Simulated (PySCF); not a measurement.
In(Me)(NH2)2 (CH₇InN₂), SMILES [CH3][In]([NH2])[NH2]. Atoms are numbered in the order given.

```xyz
11

In    -0.0048    -0.0349    -0.0304
C      2.0456    -0.2699    -0.7083
H      2.4439    -1.2544    -0.3986
H      2.6642     0.5280    -0.2526
H      2.1001    -0.1802    -1.8096
N     -0.6948    -0.8441     1.7428
H     -0.3051    -1.7585     1.9989
H     -1.7145    -0.9004     1.8472
N     -1.2741     1.4144    -0.7817
H     -2.2741     1.2786    -0.5930
H     -1.1724     1.6229    -1.7816
```
Charge 0, spin multiplicity 1.

Geometry optimised at PBE-D3(BJ)/def2-SVP. The def2 effective core potentials stand for the cores of In; spin–orbit coupling is left out. The values are those of a single conformer.

All values below come from ωB97X/def2-TZVP (PySCF).

Computed frontier levels, gap, dipole moment and polarisability:
```
Property                                                                                                       Result
---------------------------------------------------------------------------------------------  ----------------------
highest occupied level                                                                                       -8.97 eV
lowest empty level                                                                                            1.02 eV
orbital gap                                                                                                   9.99 eV
dipole moment                                                                                                  2.37 D
quadrupole, principal values (traceless, Buckingham form, about the centre of nuclear charge)   -4.89, 0.03, 4.87 D·Å
mean static polarisability                                                                       65.4 bohr³ (9.69 Å³)
polarisability, principal values                                                               50.3, 70.0, 75.8 bohr³
```
